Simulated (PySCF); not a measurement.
## How methods differ on the electron affinity of Sr

Sr⁻ [Kr] 4d1 5s2 (2D) → Sr [Kr] 5s2 (1S), as a difference of total energies. Calculation: PySCF 2.14, in x2c-TZVPPall with one added diffuse shell each of s, p, d, f type (9s7p7d3f1g, 95 functions); the spin-free X2C one-electron Hamiltonian (Gaussian nucleus). Correlated levels: valence: [Kr] frozen. The calculations carry no spin-orbit coupling.

| method | electron affinity (eV) |
| --- | --- |
| UHF | -0.912 |
| MP2 (valence) | -0.817 |
| SCS-MP2 (valence) | -0.831 |
| CCSD (valence) | -0.747 |
| CCSD(T) (valence) | -0.705 |

The configuration of this anion was assumed by filling the next shell in order. It is not the known or likely ground configuration (Ca⁻, Sr⁻ and Ba⁻, for instance, bind a p electron), so these values are not the electron affinity of the element.

A negative affinity means that the anion lies above the atom at that level of theory.

The coupled-cluster amplitudes are large for Sr⁻ (T1 above 0.03 or a double amplitude above 0.15), so a single reference is strained.
